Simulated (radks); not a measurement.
Values are calculated unless marked as measured or tabulated.
Species: Te I. Configuration: [Kr] 4d10 5s2 5p4. Level of theory: Dirac Kohn-Sham, PBE, spin-unpolarised, spherical densities, finite nucleus; open shells fill j = l - 1/2 first; Fermi nuclear charge, rms radius 4.7423 fm (a radial shooting solver on a logarithmic mesh with Libxc functionals).

Normalised radial functions P(r) = r R(r) (large component), r in bohr:

```
   r/bohr * 4p3/2, o 4d5/2, + 5s1/2 (the largest magnitude, 1.16, reaches the edge; | marks zero, & curves that meet)
 0.003076                             &+
 0.004776                             & +
 0.007356                             o*+
  0.01142                             o *+
  0.01759                             o +*
  0.02732                             |&    *
  0.04242                            +| o      *
  0.06534                         +   |   o      *
   0.1014                          +  |     * o
   0.1563                      *      | +          o
   0.2426             *               |     +     o
   0.3737                           *o+
   0.5803         o          +        |                       *
   0.8939    o                       +|                          *
    1.388              o              |          *   +
    2.138                        o    | *              +
    3.319                            o*       +
    5.113                             & +
    7.939                             &
```

4p3/2: eigenvalue -111.15 eV, 2 radial nodes at r = 0.125, 0.388 bohr, <r> = 0.830 bohr, 90 % of the charge inside 1.22 bohr. 4d5/2: eigenvalue -40.837 eV, 1 radial node at r = 0.366 bohr, <r> = 0.977 bohr, 90 % of the charge inside 1.50 bohr. 5s1/2: eigenvalue -14.976 eV, 4 radial nodes at r = 0.0346, 0.137, 0.368, 0.914 bohr, <r> = 2.09 bohr, 90 % of the charge inside 3.07 bohr.
